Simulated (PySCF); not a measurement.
# Vibration and rotation of CoI

r²SCANh constants of CoI, ³Δ (triplet), unpaired electrons σ ↑, δ ↑ (Co def2-TZVPP, I def2-TZVPP with ECP28; scalar-relativistic core potentials (PySCF 2.14); masses 58.9332 and 126.9045 u):

- ωe: 255.6 cm⁻¹
- ωexe: 0.687 cm⁻¹
- Be: 0.070769 cm⁻¹
- αe: 0.000271 cm⁻¹
- D (centrifugal): 2.17e-08 cm⁻¹

(1) Give the vibrational terms G(v) and spacings up to v = 6.

De is left out where the level can put another filling of the metal’s s and d shells below the measured ground configuration, by anything from nothing to about 1 eV. Spin–orbit coupling is left out, which matters for elements this heavy, above all for dissociation energies. With d or f electrons several states lie close, and the lowest PBE0 determinant need not be the measured ground state.

## Answers

(1) G(v) = ωe(v+½) − ωexe(v+½)².

| v | G(v) (cm⁻¹) | G(v) − G(v−1) | Bv (cm⁻¹) |
| --- | --- | --- | --- |
| 0 | 127.6 |  | 0.07063 |
| 1 | 381.9 | 254.2 | 0.07036 |
| 2 | 634.7 | 252.9 | 0.07009 |
| 3 | 886.2 | 251.5 | 0.06982 |
| 4 | 1136.3 | 250.1 | 0.06955 |
| 5 | 1385.0 | 248.7 | 0.06928 |
| 6 | 1632.4 | 247.4 | 0.06901 |
